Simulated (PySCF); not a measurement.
## Deuteron quadrupole couplings in `C/C(C#N)=C(\C#N)CF`

C6H5FN2.
Numbering: `[CH3:1]/[C:2]([C:3]#[N:4])=[C:5](\[C:6]#[N:7])[CH2:8][F:9]` (hydrogens: H10, H11, H12 on C1; H13, H14 on C8)

Geometry (GFN2-xTB, Å), atoms numbered from 1 in this order:
```
atom  x, y, z in Å
C1    -1.970    0.027   -0.061
C2    -0.543   -0.416   -0.040
C3    -0.344   -1.815   -0.135
N4    -0.216   -2.951   -0.208
C5     0.514    0.416    0.071
C6     0.323    1.813    0.177
N7     0.183    2.946    0.280
C8     1.948   -0.047    0.088
F9     2.627    0.464   -0.989
H10   -2.415   -0.221   -1.024
H11   -2.045    1.100    0.100
H12   -2.537   -0.498    0.708
H13    2.014   -1.138    0.026
H14    2.462    0.319    0.986
```

Level: PBE0/pcSseg-1 (PySCF, non-relativistic); Q(2H) = 0.00286 b; rigid geometry, the same for H and D, with no vibrational averaging.

Q: Give the electric field gradient Vzz (the principal value of largest size), its asymmetry and the 2H coupling at each hydrogen.

A: 
```csv
atom,bonded to,bond length (Å),Vzz (au),η,χzz (kHz)
H10,C1,1.091,0.3042,0.04,204
H11,C1,1.087,0.3038,0.06,204
H12,C1,1.090,0.3043,0.04,205
H13,C8,1.095,0.2786,0.06,187
H14,C8,1.097,0.2791,0.06,188
```

Q: How does χzz go with the bond length over the 5 C–H bonds?

A: A straight-line fit has a slope of -21.5 kHz for each 0.01 Å, with a correlation coefficient of -0.92, over lengths from 1.087 to 1.097 Å. The longer bonds have the smaller couplings here.

Q: A static deuteron (I = 1) shows a doublet split by (3/2)χ, (3/4)χ(1 + η) and (3/4)χ(1 − η) with the field along z, y and x of the gradient. What are these for H10?

A: With |χ| = 204.4 kHz and η = 0.041: 307, 160 and 147 kHz, to first order and without motion.

Geometry: GFN2-xTB, one conformer, isolated molecule. GFN2-xTB bond lengths can be off by several hundredths of an ångström, more for odd bonds, and the gradients follow them. A larger basis could move these couplings by a tenth or more.

The run behind these numbers computed NMR shieldings as well. Hardware: Arm Neoverse N1, one thread, no GPU, on a shared host. Cost: 37 s of wall time, 0.79 GiB resident at most.
